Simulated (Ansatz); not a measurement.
CuAu₂ (the lowest doublet isomer of a short search) was relaxed with PBE0-D4 (def2-TZVP) in Ansatz in these states: charge +1 singlet, neutral doublet, neutral quartet. The geometries follow in no particular order.

In the def2 sets Au takes a core potential; there is no spin–orbit coupling.

A:

```xyz
3

Au   -0.757    1.273    0.022
Au   -0.544   -1.207   -0.665
Cu    1.300   -0.066    0.643
```

B:

```xyz
3

Au   -1.226   -0.774    0.523
Au    1.395    0.097    0.649
Cu   -0.169    0.677   -1.171
```

C:

```
atom   x (Å)   y (Å)   z (Å)
 Au1  -0.341   0.164  -1.443
 Au2   1.381  -0.249   0.508
 Cu3  -1.039   0.084   0.935
```

**Question.** Judge from the bond lengths which geometry belongs to which state (an estimate).

**Answer.** A is the charge +1 singlet (Au1–Au2 2.582 Å, Au2–Cu3 2.532 Å, Au1–Cu3 2.532 Å); B is the neutral doublet (Au1–Au2 2.765 Å, Au2–Cu3 2.468 Å, Au1–Cu3 2.468 Å); C is the neutral quartet (Au1–Au2 2.635 Å, Au2–Cu3 2.480 Å, Au1–Cu3 2.480 Å).

At PBE0-D4/def2-TZVP a doublet lies 2.25 eV below the neutral quartet. These are the stationary points nearest to one start from a short search; other shapes may lie lower in each state.
